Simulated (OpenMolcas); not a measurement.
# Pb+: CASPT2 settings compared

| Item | Value |
| --- | --- |
| Program | OpenMolcas |
| Basis | ANO-RCC-VDZP [7s6p4d2f1g] |
| Scalar Hamiltonian | X2C, point nucleus |
| Active space | 3 electrons in 4 orbitals (6s 6p) |
| State averaging | 2S+1 = 4 odd, 1 root (0 in the spin-orbit step); 2S+1 = 2 odd, 3 roots; 2S+1 = 4 even, 3 roots; 2S+1 = 2 even, 9 roots |
| Spin-orbit coupling | state interaction with AMFI integrals over the reference wave functions, term energies averaged over their components |

Methods on the same reference wave functions:
A. CASSCF
B. SS-CASPT2, IPEA 0.6 Eh, imaginary shift 0.3 Eh (closed shells correlated: none)
C. SS-CASPT2, IPEA 0.4 Eh, no level shift (closed shells correlated: none)
D. SS-CASPT2, IPEA 0.4 Eh, real shift 0.05 Eh (closed shells correlated: 5d)

Energies in cm⁻¹ above 6s² 6p ²P°_1/2, the measured ground level; measured values from NIST Handbook of Basic Atomic Spectroscopic Data.

| Level | A | B | C | D | Measured |
| --- | --- | --- | --- | --- | --- |
| 6s² 6p ²P°_1/2 | 0.0 | 0.0 | 0.0 | 0.0 | 0.0 |
| 6s² 6p ²P°_3/2 | 13661 | 13660 | 13660 | 13660 | 14081 |
| 6s 6p² ⁴P_1/2 | 51925 | 53690 | 53790 | 59640 | 57910 |
| 6s 6p² ⁴P_3/2 | 59055 | 60950 | 61060 | 67120 | 66125 |
| 6s 6p² ⁴P_5/2 | 65647 | 67270 | 67340 | 73020 | 73906 |
| 6s 6p² ²D_3/2 | 84475 | 83450 | 83150 | 85700 |  |
| 6s 6p² ²D_5/2 | 87537 | 86810 | 86560 | 90010 | 88972 |
| 6s 6p² ²P_3/2 | 109552 | 108360 | 108070 | 104990 |  |

Deviations, from unrounded energies. A percentage is the sum of absolute deviations over the sum of measured energies, with the sign that they share, or ± where signs differ.

```json
{"Against measurement": "mean absolute deviation (cm-1)", "Levels": "5", "A": "4600", "B": "3700", "C": "3700", "D": "1000"}
{"Against measurement": "fine structure of the ground term (%)", "Levels": "1", "A": "-3.0", "B": "-3.0", "C": "-3.0", "D": "-3.0"}
{"Against measurement": "other configurations (%)", "Levels": "4", "A": "-7.9", "B": "-6.3", "C": "-6.3", "D": "±1.6"}
```

D lies closest to measurement on these levels and A furthest from it. The largest miss of D in the table is 6s 6p² ⁴P_1/2, by +1700 cm-1. The ranking rests on the paired levels alone, and a cruder setting can come out closer through cancelling errors.

Among B to D the level of the table that moves most is 6s 6p² ⁴P_3/2, by 6200 cm-1 (lowest in B, highest in D). Moves below CASPT2's spread within the term are not significant.

The lowest spin-free term lies below A's lowest term by 0.014 hartree in B, 0.015 hartree in C, 0.356 hartree in D.

Term energies are means over components that CASPT2 splits; among the terms shown or strongly mixed into the levels shown the widest spread is 15 cm-1 (6s 6p² ²D, D). Some high roots are left out of the spin-orbit mixing, which shifts the levels that they would mix with. Terms of s pⁿ other than that of highest spin mix with s² pⁿ⁻² d, which this space lacks; all of them can be thousands of cm-1 off, and some have no real level of that name. Spin-orbit splittings of 6p shells tend to come out small when the coupling is added on scalar orbitals. Some levels mix across a computed gap that differs much from the measured one, so their mixing is not that of the real levels (holds for A). Measured partners are found by configuration, term and J. A level has none where our copy of the source lacks it or the pairing is in doubt (some pairs that miss far off the trend of their configuration count as doubtful), and it then counts in no deviation. Only configurations of the active space appear. The table leaves out levels that lie high or whose names do not pair safely across all columns.

° marks odd parity.
